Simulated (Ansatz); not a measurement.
Ansatz (a first-principles code) input (CCSD(T)/aug-cc-pVDZ):

Ansatz 0.2 input:
```yaml
crystal:
  periodic: [false, false, false]
  atoms:
    - {symbol: C, position_ang: [1.99228854, -0.09195119, 0.96234920]}
    - {symbol: C, position_ang: [1.20687628, 0.90190802, 0.07780046]}
    - {symbol: C, position_ang: [0.59290912, 0.29688880, -1.14953253]}
    - {symbol: C, position_ang: [-0.59052611, -0.44122386, -1.19928913]}
    - {symbol: C, position_ang: [-1.62455388, -0.69215885, -0.30636901]}
    - {symbol: C, position_ang: [-1.80338762, -0.04881995, 1.03810323]}
    - {symbol: H, position_ang: [2.41902068, 0.39015500, 1.85637337]}
    - {symbol: H, position_ang: [1.33321412, -0.89946778, 1.28829746]}
    - {symbol: H, position_ang: [2.80880695, -0.54655131, 0.39190038]}
    - {symbol: H, position_ang: [0.44778507, 1.37126697, 0.71365969]}
    - {symbol: H, position_ang: [1.89840883, 1.71056566, -0.20469185]}
    - {symbol: H, position_ang: [1.25260245, 0.22428938, -2.01146973]}
    - {symbol: H, position_ang: [-0.74060625, -0.93097859, -2.16595813]}
    - {symbol: H, position_ang: [-2.47478457, -1.25590076, -0.67793171]}
    - {symbol: H, position_ang: [-0.92694938, -0.14834787, 1.69873815]}
    - {symbol: H, position_ang: [-2.01165158, 1.03805621, 0.99895573]}
    - {symbol: H, position_ang: [-2.64748429, -0.50094495, 1.57375317]}
basis:
  gaussian:
    orbitals: aug-cc-pVDZ
total_charge: -1
magnetization: {spin_polarized: false}
correlation: {method: ccsd_t, electrons: outside_noble_gas}
output: {forces: true}
```

End of the output:

```
Atom 3 at    -0.590526    -0.441224    -1.199289 Å, force    -0.088056    -0.237238    -0.402621 eV/Å
Atom 4 at    -1.624554    -0.692159    -0.306369 Å, force    -0.395051    -0.145927     0.391308 eV/Å
Atom 5 at    -1.803388    -0.048820     1.038103 Å, force     0.041684     0.166903     0.143697 eV/Å
Atom 6 at     2.419021     0.390155     1.856373 Å, force     0.153407     0.214696     0.339430 eV/Å
Atom 7 at     1.333214    -0.899468     1.288297 Å, force    -0.322442    -0.385183     0.150627 eV/Å
Atom 8 at     2.808807    -0.546551     0.391900 Å, force     0.354811    -0.188948    -0.252763 eV/Å
Atom 9 at     0.447785     1.371267     0.713660 Å, force    -0.354358     0.222645     0.281257 eV/Å
Atom 10 at     1.898409     1.710566    -0.204692 Å, force     0.270951     0.322230    -0.130195 eV/Å
Atom 11 at     1.252602     0.224289    -2.011470 Å, force     0.291044    -0.019733    -0.445780 eV/Å
Atom 12 at    -0.740606    -0.930979    -2.165958 Å, force    -0.067280    -0.222278    -0.432135 eV/Å
Atom 13 at    -2.474785    -1.255901    -0.677932 Å, force    -0.390664    -0.302585    -0.196204 eV/Å
Atom 14 at    -0.926949    -0.148348     1.698738 Å, force     0.371378    -0.074677     0.256379 eV/Å
Atom 15 at    -2.011652     1.038056     0.998956 Å, force    -0.065144     0.389238    -0.065626 eV/Å
Atom 16 at    -2.647484    -0.500945     1.573753 Å, force    -0.348099    -0.200794     0.215422 eV/Å
Dipole moment:     0.235290     0.121439     0.417202 e Å
```

It need not be the lowest isomer of its formula. Whether it binds its extra electron was not tested at this geometry.
